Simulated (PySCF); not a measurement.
**Pd²⁺ (palladium, charge +2) across methods**

[Kr] 4d7 5s1, high-spin 5F determinant (an excited configuration). All numbers are calculated (PySCF 2.14, scalar relativity through the core potential, in aug-cc-pwCVTZ-PP with ECP28MDF).

```csv
method,E (hartree),mean ε 4d α (eV),mean ε 4d β (eV),mean ε 5s α (eV),Σ⟨r²⟩ (bohr²),⟨S²⟩
M06,-126.1767,-34.259,-31.993,-23.401,31.01,6.001
PBE0,-126.1843,-34.376,-31.928,-23.564,31.02,6.001
UHF,-125.52415,-40.156,-37.108,-25.273,31.17,6.004
B97-3,-126.2101,-34.388,-32.138,-23.364,30.98,6.001
LDA,-125.9108,-32.247,-29.823,-23.146,31.17,6.000
PBE,-126.1894,-32.140,-29.865,-22.793,31.08,6.001
B3LYP,-126.2290,-33.868,-31.658,-23.485,31.07,6.001
```

(1) Estimate the same row for r2SCAN.

Energies and moments cover only the electrons outside the core potential.

## Answers

(1) E (hartree) = -126.2324; mean ε 4d α (eV) = -32.771; mean ε 4d β (eV) = -30.070; mean ε 5s α (eV) = -23.057; Σ⟨r²⟩ (bohr²) = 30.92; ⟨S²⟩ = 6.002.
